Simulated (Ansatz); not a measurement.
Ansatz results at the PBE0-D4/def2-TZVP geometry: HOMO–LUMO gap (ωB97M-V/def2-TZVPP) 11.27 eV; LUMO energy (PBE0/def2-TZVPP) -0.19 eV; size of the dipole moment (PBE/def2-TZVPP) 1.72 D.

Each molecule was computed in one conformer, which needn't be the lowest.

Question: Which molecule gave them?
A. `C/C(Cl)=C/CO`
B. `OC[SeH]`
C. `BC(C)=O`
D. `C#C[SiH2]O`

Answer: A. The others give `BC(C)=O`: 11.36, -1.33, 3.17; `OC[SeH]`: 10.73, -0.10, 1.60; `C#C[SiH2]O`: 11.84, -0.58, 1.56.
